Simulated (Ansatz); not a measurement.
The cluster Al2Cl6, relaxed as a singlet with RKS r2SCAN-D4/def2-SVP in Ansatz, starting from the GFN2-xTB geometry. Force threshold 0.02 eV/Å.

The structure comes from a short search, and lower isomers may exist.

Start:

```xyz
8

Al   -0.7253    1.3510    0.5329
Al    0.7281   -1.3536   -0.5288
Cl   -1.1092   -0.8578    0.6681
Cl    1.1641    0.8502   -0.5779
Cl    2.0559   -2.2277    0.7271
Cl   -2.0476    2.1088   -0.8034
Cl   -0.1913    2.0154    2.3712
Cl    0.1253   -1.8863   -2.3893
```

Question: Estimate the energy that the relaxation releases and the steps that it takes.

Answer: 0.28 eV, in 4 steps; 13 s on 4 threads of Arm Neoverse V1 on a shared host. No frequencies were taken in this run, so the end may be a saddle point.

Question: Does the start keep its bonding and symmetry?

Answer: By distances, no bond broke or formed. The bond that changes most is Al2–Cl5, from 2.03 to 2.09 Å (atoms count from 1). Point group C2v at the start, C2v at the end, both within 0.05 Å.

Question: Predict the relaxed structure.

Answer: 
```
atom   x (Å)   y (Å)   z (Å)
 Al1  -0.717   1.338   0.529
 Al2   0.721  -1.339  -0.522
 Cl3  -1.163  -0.898   0.700
 Cl4   1.218   0.892  -0.608
 Cl5   2.115  -2.331   0.672
 Cl6  -2.098   2.228  -0.757
 Cl7  -0.261   2.118   2.410
 Cl8   0.184  -2.008  -2.424
```
Bond lengths (bridged metal pairs left out): 8 × Al–Cl 2.09 to 2.29 Å.
